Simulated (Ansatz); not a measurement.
Reaction (ligand exchange at the Si–O bond): `NB(O)O[SiH3]` + `FBN[SiH3]` → `FBN([SiH3])[SiH3]` + `NB(O)O`

Computed with Ansatz on PBE0-D4/def2-TZVP structures; ΔE is electronic, products minus reactants. CCSD(T)/CBS is the MP2 limit (def2-TZVPP, def2-QZVPP) plus CCSD(T) − MP2 in def2-TZVPP, frozen cores. This one scheme is used for every species. Functionals use def2-TZVPP. Each species was taken in one conformer, which may not be the lowest.

```
          level  ΔE (kJ/mol)
      revPBE-D4         37.8
          BHLYP         56.0
CCSD/def2-TZVPP         46.5
   HF/CBS(def2)         62.6
```

What does CCSD(T)/CBS give? (An estimate is asked.)

Ansatz gave: +44.0 kJ/mol. The listed levels differ from it by -6.2, 12.0, 2.5, 18.6 kJ/mol.

What do rigid-rotor, harmonic-oscillator terms from PBE0-D4/def2-TZVP frequencies (298.15 K, 1 bar) make of the CCSD(T)/CBS value? (Estimate.)

The calculation gave: ΔZPE = -0.6 kJ/mol, ΔH = +43.3 kJ/mol, ΔS = -12 J/(mol·K), ΔG = +46.8 kJ/mol.

Largest T1 diagnostic among the species: 0.012.

At CCSD(T), def2-SVP lies −4.4 kJ/mol from the extrapolated value and def2-TZVPP −0.2 kJ/mol. The D4 term adds −5.7 kJ/mol with B3LYP and −2.9 kJ/mol with PBE0; it sums over pairs of atoms, weighted by their polarisabilities, and B3LYP, whose exchange is more repulsive, gets the larger term.

B3LYP here is the variant with VWN-RPA as its local correlation; programs differ in this.
